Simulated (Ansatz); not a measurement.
A made-up structure of CHSeSi, doublet:

| atom | x (Å) | y (Å) | z (Å) |
| --- | --- | --- | --- |
| C1 | 1.2709 | 0.2034 | 0.7872 |
| Si2 | -0.1831 | 0.4036 | -0.2235 |
| Se3 | 0.1547 | -1.6051 | 0.5106 |
| H4 | -0.0677 | -3.0271 | 0.9672 |

It is relaxed with PBE-D4/def2-SVP and then PBE0-D4/def2-TZVP (Ansatz 0.2.0). Atoms count as bonded within 1.22 times the sum of their covalent radii (H–H: 0.88 Å). The end point is not checked to be a true minimum.

**Question.** Does its bonding change? (A judgement: the text doesn't fix the answer.)

**Answer.** The calculation gives: Yes. Formed: none; broken: Si2–Se3.

Where it ends: The first stage lowers the energy by 3.29 eV in 13 steps. It ends as CHSeSi ([Si][C][SeH]):
```
4
angstrom
C 0.3296 -0.4290 0.2826
Si -0.0497 1.2041 0.1464
Se 0.8728 -2.1190 0.2646
H 0.0221 -2.6813 1.3479
```

Labels in which every atom is bracketed show which atoms are joined, not bond orders.

For scale, one of the runs: PBE0-D4/def2-TZVP relaxation, 122 basis functions, launched by `ansatz run in.yaml --threads 2 --pin off --events-out ev --progress --plain --max-ram 4352MiB`. The run took about 20 s on 2 CPU threads of an Intel Xeon 6975P-C (shared host).
